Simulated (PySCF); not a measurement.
H2AlAsF2 (SMILES [F][Al]([F])[AsH2]), singlet, geometry from GFN2-xTB (such geometries of metal compounds can be far from the true shape). Base run: PBE0/6-31G, polarisability (PySCF).

The PySCF input:
```python
from pyscf import gto, scf, dft
from pyscf.prop import polarizability

mol = gto.M(
    atom='''
Al    0.743983    0.683117   -0.086534
As   -0.970297   -0.942956    0.194430
H    -0.726169   -1.320958   -1.252217
H    -1.944005    0.109706   -0.274755
F     0.443152    2.195166   -0.697309
F     2.336648    0.410200    0.279054
''',
    basis='6-31g',
    charge=0,
    spin=0,
    verbose=4,
)

mf = dft.RKS(mol)
mf.xc = 'pbe0'
mf.kernel()
alpha = mf.Polarizability().polarizability()[2, 2]
print('alpha_zz =', alpha)
```

Variants of this job, named by their change:

```tsv
change	alpha_zz (bohr³)	basis functions	core-seconds (rough)
base	37.25	62	10
basis = def2-SVPD	49.68	124	30
basis = def2-SVP	40.43	88	10
finite field (a.u.) = 0.02; conv_tol = 1e-11	37.35	62	10
finite field (a.u.) = 2e-4; conv_tol = 1e-6	44.04	62	7
functional = lda,vwn	(withheld)	62	7
basis = aug-cc-pVDZ	49.70	127	40
basis = 6-31G*	39.56	82	20
finite field (a.u.) = 0.005; conv_tol = 1e-11	37.26	62	10
functional = camb3lyp	(withheld)	62	40
finite field (a.u.) = 0.05; conv_tol = 1e-11	37.85	62	10
finite field (a.u.) = 0.001; conv_tol = 1e-11	37.25	62	10
```

Task: Fill in the missing entries.

Result: 
- functional = lda,vwn, alpha_zz (bohr³): 39.08
- functional = camb3lyp, alpha_zz (bohr³): 36.60

Finite-field rows take the second difference of the energy in a field along z; a small field with loose convergence shows SCF noise divided by the square of the field, and a large one adds hyperpolarisability.
